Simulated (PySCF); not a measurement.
## How methods differ on the ionisation energy of Ne²⁺

Ne²⁺ [He] 2s2 2p4 (3P) → Ne³⁺ [He] 2s2 2p3 (4S), as a difference of total energies. Computed with PySCF 2.14 in aug-cc-pwCVTZ, with the non-relativistic Hamiltonian (point nucleus). Correlated levels: valence: 1s2 frozen. The calculations carry no spin-orbit coupling.

```tsv
method	ionisation energy (eV)	plus first-order spin-orbit estimate	error of that sum (eV)
UHF	61.803	61.839	-1.584
MP2 (valence)	63.036	63.072	-0.351
SCS-MP2 (valence)	63.152	63.189	-0.234
CCSD (valence)	63.066	63.103	-0.320
CCSD(T) (valence)	63.086	63.122	-0.301
```

Reference: 63.423 eV (measured; NIST Atomic Spectra Database, ionization energies).

A first-order spin-orbit estimate (lowest level to lowest level, LS coupling) adds 0.037 eV.

Errors of the correlated levels include the incompleteness of this basis and the frozen core.
